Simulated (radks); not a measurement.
The phosphorus ion P0.5+, configuration [Ne] 3s2 3p(up 1.5, down 1) (fractional occupations, a model configuration). Calculated with a radial shooting solver on a logarithmic mesh with Libxc functionals: non-relativistic Kohn-Sham, PBEsol, spin-polarised, spherical densities, point nucleus.

Normalised radial functions P(r) = r R(r), r in bohr:

```
   r/bohr * 3s up, o 3s down, + 3p down (the largest magnitude, 0.802, reaches the edge; | marks zero, & curves that meet)
 0.008985                             + &
  0.01013                             +  &
  0.01151                             +  &
  0.01298                             +  &
  0.01464                             +   &
  0.01664                             +   &
  0.01876                             +   &
  0.02115                             +    &
  0.02404                             +    &
   0.0271                             |+    &
   0.0308                             |+    &
  0.03473                             |+    &
  0.03916                             |+     &
   0.0445                             |+     &
  0.05018                             | +    &
  0.05658                             | +    &
   0.0643                             | +    &
   0.0725                             |  +  &
  0.08174                             |   + &
  0.09291                             |   +&
   0.1047                             |   &+
   0.1191                             | &   +
   0.1342                             |&     +
   0.1513                            &|      +
    0.172                         &   |       +
   0.1939                       &     |        +
   0.2187                     &       |         +
   0.2485                   &         |         +
   0.2802                 &           |          +
   0.3185                &            |         +
   0.3591                &            |         +
   0.4049                 &           |        +
   0.4602                  &          |      +
   0.5188                     &       |    +
    0.585                         &   | +
   0.6649                            +&
   0.7496                        +    |    &
   0.8452                     +       |          &
   0.9606                 +           |               &
    1.083             +               |                   &
    1.231          +                  |                       &
    1.388        +                    |                         &
    1.565      +                      |                          &
    1.779     +                       |                         &
    2.005      +                      |                       &
    2.261       +                     |                    &
     2.57         +                   |                &
    2.897            +                |            &
    3.267               +             |         &
    3.713                  +          |     *o
    4.186                     +       |   &
    4.758                        +    | &
    5.365                         +   |&
    6.049                           + |&
    6.875                            +&
    7.751                            +&
```

3s up: eigenvalue -18.522 eV, 2 radial nodes at r = 0.139, 0.657 bohr, <r> = 1.86 bohr, 90 % of the charge inside 2.82 bohr. 3s down: eigenvalue -18.041 eV, 2 radial nodes at r = 0.139, 0.657 bohr, <r> = 1.87 bohr, 90 % of the charge inside 2.83 bohr. 3p down: eigenvalue -9.405 eV, 1 radial node at r = 0.640 bohr, <r> = 2.25 bohr, 90 % of the charge inside 3.52 bohr.
